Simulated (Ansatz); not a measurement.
Cartesian coordinates in Å:
```
Si 0.987 -0.592 1.032
C 0.201 -1.329 -0.461
In 0.656 -0.314 -2.472
C -1.318 1.738 -0.392
O -0.636 1.812 -1.379
H 0.299 0.686 1.412
H 0.993 -1.425 2.273
H 2.411 -0.224 0.769
H -0.884 -1.424 -0.330
H 0.590 -2.345 -0.615
H -1.757 0.785 -0.054
H -1.540 2.632 0.216
```

Total charge 0; spin multiplicity 1. In: def2 effective core potential. The bonds changed during the relaxation, so this is another structure than the one it started from.

Problem. List the PBE0/def2-TZVPP orbital energies in eV (Ansatz 0.2.0). (An estimate is asked.)

Solution. Ansatz gave: Occupied: -1801.92, -523.95, -281.54, -277.11, -144.25, -127.43, -98.92, -98.90, -98.88, -83.82, -83.79, -83.52, -30.62, -20.46, -20.45, -20.33, -20.22, -20.19, -18.53, -18.37, -14.77, -14.06, -13.83, -12.29, -11.06, -9.91, -9.10, -8.99, -8.80, -8.28, -5.38. Lowest empty: -1.95, -1.27, -0.59, 0.45, 1.36, 1.51, 1.74, 1.95.
